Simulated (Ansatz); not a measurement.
Relaxation of BiH₃⁺ with UKS PBE-D4/def2-TZVP.

```sh
$ ansatz run in.yaml --threads 4 --pin off --events-out ev --progress --plain --max-ram 3916MiB
```

```yaml
crystal:
  periodic: [false, false, false]
  atoms:
    - {symbol: Bi, position_ang: [-0.005379, 0.005576, 0.784456]}
    - {symbol: H, position_ang: [1.474038, -0.029603, -0.251192]}
    - {symbol: H, position_ang: [-0.710245, 1.287009, -0.275538]}
    - {symbol: H, position_ang: [-0.758405, -1.262992, -0.257737]}
basis:
  gaussian: {orbitals: def2-TZVP}
total_charge: 1
magnetization: {spin_polarized: true, initial_magnetization: 1}
hamiltonian: {xc: pbe, dispersion: d4}
scf: {omitted_lower_state_checks: [starts]}
output: {orbitals: {seedname: orbitals}}
relax: {f_tol: 0.02, max_steps: 100}
```

Run time 3.2 s (4 threads of Arm Neoverse V1 on a shared host).

Positions (Å) and forces (eV/Å) at steps 1, 2, 3, 4, 5 of 5:

```xyz
4
step=1 energy=-5879.2349 eV
Bi   -0.005    0.006    0.784    0.013   -0.014   -1.950
H     1.474   -0.030   -0.251    0.455   -0.004    0.653
H    -0.710    1.287   -0.276   -0.226    0.407    0.645
H    -0.758   -1.263   -0.258   -0.242   -0.389    0.651
4
step=2 energy=-5879.6908 eV
Bi   -0.004    0.004    0.590    0.004   -0.004   -0.579
H     1.589   -0.031   -0.186    0.310   -0.004    0.195
H    -0.766    1.388   -0.212   -0.152    0.274    0.190
H    -0.818   -1.361   -0.193   -0.162   -0.265    0.194
4
step=3 energy=-5879.7659 eV
Bi   -0.003    0.003    0.481    0.002   -0.002   -0.331
H     1.691   -0.033   -0.149   -0.266    0.006    0.109
H    -0.816    1.478   -0.177    0.128   -0.232    0.113
H    -0.872   -1.449   -0.156    0.136    0.228    0.110
4
step=4 energy=-5879.7759 eV
Bi   -0.003    0.003    0.447   -0.001    0.001    0.184
H     1.666   -0.032   -0.137    0.098   -0.002   -0.061
H    -0.804    1.457   -0.165   -0.047    0.085   -0.062
H    -0.859   -1.428   -0.145   -0.050   -0.084   -0.061
4
step=5 energy=-5879.7784 eV
Bi   -0.003    0.003    0.462    0.000    0.000    0.012
H     1.670   -0.033   -0.142    0.002    0.000   -0.004
H    -0.806    1.460   -0.170   -0.001    0.002   -0.004
H    -0.861   -1.431   -0.150   -0.001   -0.002   -0.004
```

In the def2 sets Bi takes a core potential; there is no spin–orbit coupling.
